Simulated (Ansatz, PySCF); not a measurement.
BH5N, SMILES B[NH3+], charge +1.

The structure is a stationary point at ωB97X-D3(BJ)/def2-TZVP. The isomer is the one that the SMILES or the coordinates give; other isomers of the formula were not compared.

Vertical ionisation energy (IE) and electron affinity (EA) in eV. Rows of orbital energies are one-electron estimates. Where ΔSCF, EOM or ADC give a negative EA the extra electron is unbound and the value depends on the basis.

```
level                                                                         IE    EA
-------------------------------------------------------------------------  -----  ----
−ε(HOMO), −ε(LUMO), PBE0/def2-TZVPD (PySCF)                                16.22  7.84
−ε(HOMO), −ε(LUMO), PBE/def2-TZVPD (PySCF)                                 14.72  9.02
ADC(2)/aug-cc-pVDZ (PySCF)                                                 19.41  5.33
ΔSCF, CAM-B3LYP/def2-TZVPD (Ansatz), final states of multiplicity 2 and 2  19.47  5.54
ΔSCF, PBE/def2-TZVPD (Ansatz), final states of multiplicity 2 and 2        19.13  5.68
```

Problem. What vertical singlet–triplet gap does ΔSCF give with CAM-B3LYP/def2-TZVPD (Ansatz, a first-principles code) and with PBE/def2-TZVPD (Ansatz)? (An estimate is asked for; the answer gives what the named calculation found.)

Solution. 5.56 and 5.13 eV (triplet above singlet where positive).

Computed lowest 1s main lines (those of the lightest heavy element) from CVS-ADC(2)-x/aug-cc-pVDZ (PySCF, non-relativistic), with pole strengths:
206.3 eV (1.59).

Problem. Beyond the first one, list the lowest photoelectron lines from ADC(2)/aug-cc-pVDZ run with PySCF with their pole strengths (two spins summed). (The exact figures need the calculation; the answer reports its results.)

Solution. 20.82 eV (1.85), 24.91 eV (1.82), 25.18 eV (1.82), 25.32 eV (1.83).
